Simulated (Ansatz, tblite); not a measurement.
Isomers of B4P4⁻ (doublet), found by a short tight-binding search and relaxed with B3LYP-D4/def2-SVPD in Ansatz.

The xTB rows come from tblite. Correlated methods freeze 24 core orbitals.

Run but left out: HF/def2-SVPD (B: ⟨S²⟩ 1.34, where a pure state has 0.75); MP2/def2-SVPD (A: ⟨S²⟩ 0.98, where a pure state has 0.75).

A: At CCSD(T)/def2-SVPD the charge -1 doublet is spin-contaminated (final ⟨S²⟩ up to 0.98, 0.75 for a pure state). B: At B2PLYP/def2-TZVPD, CCSD(T)/def2-SVPD the charge -1 doublet is spin-contaminated (final ⟨S²⟩ up to 1.34, 0.75 for a pure state). At CCSD(T)/def2-SVPD T1 of the charge -1 doublet is large (up to 0.052), so the single-reference result is doubtful. C: At CCSD(T)/def2-SVPD the charge -1 doublet is spin-contaminated (final ⟨S²⟩ up to 0.83, 0.75 for a pure state).

Other spin states weren't relaxed.

A:

```xyz
8

B    -1.149    0.716    0.824
B     1.150   -0.716   -0.824
B     0.192    0.850   -0.470
B    -0.192   -0.850    0.471
P    -0.889    2.312    0.021
P     0.877   -2.316   -0.034
P     1.588    0.781   -1.733
P    -1.576   -0.777    1.746
```

B:

```xyz
8

B    -1.145    0.115    0.225
B     1.528   -0.780    0.297
B     0.063   -0.391    1.164
B     0.493   -0.157   -0.754
P    -1.508    1.929   -0.339
P     0.271    1.693   -1.413
P    -1.163   -1.187   -1.215
P     1.460   -1.223    2.035
```

C:

```xyz
8

B     0.476    0.040   -0.963
B    -0.844   -0.987   -0.474
B     0.509   -1.184    0.354
B    -0.439    0.543    0.578
P     1.000    0.126    1.808
P    -0.655    1.565   -1.133
P    -2.240    0.259   -0.043
P     2.194   -0.362   -0.127
```

Q: Estimate which lies lowest at each level, and how far above it the others are (kJ/mol).

A: 
```tsv
level	A	B	C
GFN1-xTB	35.8	0.0	10.6
GFN2-xTB	0.0	100.6	127.8
PBE-D4/def2-TZVPD	0.0	142.0	125.2
r2SCAN-D4/def2-TZVPD	0.0	153.0	146.1
PBE0-D4/def2-TZVPD	0.0	142.0	123.9
B2PLYP/def2-TZVPD	0.0	140.7	158.1
CCSD/def2-SVPD	0.0	125.5	169.2
CCSD(T)/def2-SVPD	0.0	132.5	161.8
```
Point groups (tolerance 0.1 Å): A D2h, B not assigned, C not assigned. Lower isomers may exist.
